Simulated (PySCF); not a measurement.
CuF: everyday levels beside a composite calculation

PySCF; the state is a singlet (closed shell). The composite is CCSD(T) extrapolated to the basis-set limit from two correlation-consistent sets, with core-valence (CV) and scalar-relativistic (SR) terms as its label shows; it has no spin–orbit coupling and nothing beyond (T). Here it is CCSD(T)/CBS(TQ)+CV. It gives Re = 1.744 Å, ωe = 624 cm⁻¹ and De = 4.23 eV to Cu (3d10 4s1) + F.

```tsv
level	basis	relativity	Re (Å)	ωe (cm⁻¹)	De (eV)
RHF-CCSD	def2-TZVPPD	no relativity	1.781	579	4.03
RHF-CCSD(T)	x2c-TZVPPall	spin-free X2C	1.752	600	3.99
PW91	x2c-TZVPPall	spin-free X2C	1.738	622	4.36
TPSS	def2-TZVPPD	no relativity	1.753	606	4.25
r²SCAN	x2c-TZVPPall	spin-free X2C	1.722	645	4.21
r²SCAN	def2-TZVPPD	no relativity	1.742	621	4.22
M06-L	def2-TZVPPD	no relativity	1.748	628	4.30
PBE0	cc-pVDZ-PP/cc-pVDZ	scalar-relativistic core potentials	1.732	657	3.97
M06	x2c-TZVPPall	spin-free X2C	1.731	640	3.95
ωB97X-V	def2-TZVPPD	no relativity	1.770	597	4.28
```

Q: Give the difference of each row from the composite.

A: 

```csv
level,basis,ΔRe (pm),Δωe (%),ΔDe (eV)
RHF-CCSD,def2-TZVPPD,+3.7,-7.2,-0.20
RHF-CCSD(T),x2c-TZVPPall,+0.8,-3.8,-0.24
PW91,x2c-TZVPPall,-0.6,-0.3,+0.13
TPSS,def2-TZVPPD,+0.9,-2.9,+0.02
r²SCAN,x2c-TZVPPall,-2.2,+3.4,-0.02
r²SCAN,def2-TZVPPD,-0.2,-0.5,-0.01
M06-L,def2-TZVPPD,+0.4,+0.6,+0.07
PBE0,cc-pVDZ-PP/cc-pVDZ,-1.2,+5.3,-0.26
M06,x2c-TZVPPall,-1.3,+2.6,-0.28
ωB97X-V,def2-TZVPPD,+2.6,-4.3,+0.05
```

Q: Which rows come closest in De?

A: TPSS in def2-TZVPPD (+0.02 eV); r²SCAN in x2c-TZVPPall (-0.02 eV); r²SCAN in def2-TZVPPD (-0.01 eV), counted from the composite.

Measured (Huber and Herzberg, Constants of Diatomic Molecules (1979)): Re = 1.74493 Å, ωe = 622.65 cm⁻¹; the composite is off by -1.3 mÅ and +1.1 cm⁻¹.

Correlated steps freeze the inner cores (5 to 6 orbitals); shallow outer-core shells are correlated. Where the molecule has an RHF reference, its open-shell atoms are computed with UHF. The CCSD T1 diagnostic is raised in CuF, a sign that a single reference may not be enough there.
